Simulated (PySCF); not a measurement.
# Radial density of Sn+ (tin, charge +1)

UHF, [Kr] 4d10 5s1 5p2, high-spin 4P determinant (an excited configuration). Calculation: PySCF 2.14, in x2c-QZVPPall; the spin-free X2C one-electron Hamiltonian (Gaussian nucleus).

```
r (bohr)  4πr²ρ (e/bohr)  4πr²(ρα − ρβ)
  0.0304           58.73         0.0128
  0.0511           59.93         0.0330
  0.0859           82.33         0.0370
   0.145           61.21        -0.0275
   0.243           66.86         0.0841
   0.409           36.92         0.0023
   0.688           22.46         0.1804
    1.16           13.96         0.0039
    1.95           2.792         1.3561
    3.27          0.8420         0.8198
    5.51         0.05223         0.0522
    9.26       0.0001203         0.0001
```

Densities and radii are taken from the X2C orbitals without a picture-change correction, which distorts them close to the nucleus.

Q: Where is the radial spin density 4πr²(ρα − ρβ) most negative, and why is it negative at all?

A: Around r = 0.145 bohr, down to -0.0275 e/bohr: exchange with the open shell polarises the paired shells in an unrestricted calculation.
